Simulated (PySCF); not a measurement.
**Xe⁺ (xenon, charge +1) across methods**

[Kr] 4d10 5s2 5p5, 2P determinant. Calculation: PySCF 2.14, in aug-cc-pVQZ-DK3 (9s8p6d3f2g, 102 functions); scalar relativity by spin-free X2C-1e.

```csv
method,E (hartree),mean ε 5s β (eV),mean ε 5p α (eV),mean ε 5p β (eV),Σ⟨r²⟩ (bohr²),⟨S²⟩
UHF,-7442.74500,-34.988,-22.000,-20.874,51.18,0.760
M06-2X,-7446.38,-32.038,-20.130,-19.185,50.66,0.754
wB97X,-7446.01,-33.237,-21.072,-20.271,50.81,0.752
PBE0,-7445.37,-30.495,-18.770,-17.926,50.72,0.754
PBE,-7445.30,-28.591,-17.361,-16.591,50.80,0.753
r2SCAN,-7445.71,-29.024,-17.805,-16.932,50.72,0.755
MN15,-7450.97,-31.206,-19.443,-18.601,50.45,0.754
LDA,-7439.00,-28.940,-17.485,-16.761,50.72,0.751
```
